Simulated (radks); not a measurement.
Values are calculated unless marked as measured or tabulated.
Coulomb parameter of the 4d shell of the technetium ion Tc3+ in the model configuration [Kr] 4d2.5 5s1.5, as a second difference U = [E(n + 0.25) + E(n - 0.25) - 2 E(n)] / (0.25)^2 with all orbitals relaxed. "Bare": the charge of the atom changes with n. "Screened": the 5s shell takes up the change at fixed total charge, which measures U(4d,4d) + U(5s,5s) - 2 U(4d,5s). Level of theory: Dirac Kohn-Sham, LDA (Slater exchange, Perdew-Wang correlation), spin-unpolarised, spherical densities, point nucleus; open shells are shared between the two j in proportion to 2j + 1 (a radial shooting solver on a logarithmic mesh with Libxc functionals).

case                 configuration  E - E(n) (eV)
start             [Kr] 4d2.5 5s1.5          0.000
bare +0.25       [Kr] 4d2.75 5s1.5         -9.760
bare -0.25       [Kr] 4d2.25 5s1.5         10.627
screened +0.25  [Kr] 4d2.75 5s1.25         -2.422
screened -0.25  [Kr] 4d2.25 5s1.75          2.544

U(bare) = 13.878 eV, U(screened by 5s) = 1.937 eV.
